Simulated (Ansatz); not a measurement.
**Two structures, one formula**

Two relaxed structures of CH$_{4}$ISi (charge +1), closed shell (PBE0-D4/def2-TZVP; forces vanish, vibrations not checked).

A:

```xyz
7
angstrom
Si -0.7208 0.5252 -0.1804
C 0.7816 -0.6137 0.0572
I 1.7759 -0.8981 1.7191
H -1.7468 -0.4253 -0.6765
H -0.2416 1.4377 -1.2483
H -1.0221 1.1656 1.1115
H 1.1739 -1.1914 -0.7827
```

B:

```xyz
7
angstrom
Si -0.1135 0.7909 0.1351
C 0.5038 -0.9377 0.1595
I 2.0384 0.1729 1.3081
H 0.0634 -1.6692 0.8310
H 0.1719 1.6188 -1.0450
H -1.1324 1.1836 1.1183
H 0.9945 -1.3586 -0.7134
```

Ansatz 0.2.0; basis: def2-TZVPP; cores frozen in the correlated methods. Filled d shells of the heavier atoms are correlated. Core potentials replace the inner electrons of the atoms past krypton. The def2 sets are not built for correlating such inner shells, so the correlated values are less sure here. B3LYP uses VWN-RPA correlation.

Question: Which structure is lower at CCSD(T), and by how much? (To be estimated.)

Answer: By the calculation: B, by 1.684 eV (electronic energy, against the other). By their contacts, A is CH₄ISi ([SiH3][CH][I]), total charge +1 and B is CH₄ISi ([CH2]1[SiH2][I]1), total charge +1.

All methods give the same order:

| method | E(B) − E(A) (eV) |
| --- | --- |
| PBE-D4 | -1.736 |
| r2SCAN-D4 | -1.791 |
| PBE0-D4 | -1.893 |
| B3LYP-D4 | -1.656 |
| wB97M-V | -1.863 |
| HF | -1.655 |
| MP2 | -1.959 |
| CCSD | -1.728 |
| CCSD(T) | -1.684 |

T1 diagnostic: at most 0.025.

Labels in which every atom is bracketed show which atoms are joined, not bond orders.

For scale, one of the runs: CCSD(T)/def2-TZVPP, 179 basis functions, launched by `ansatz run in.yaml --threads 2 --pin off --events-out ev --progress --plain --max-ram 4352MiB`. Hardware: 2 CPU threads of an Arm Neoverse V2, shared host. Wall time 55 s; peak host memory 1.8 GiB.
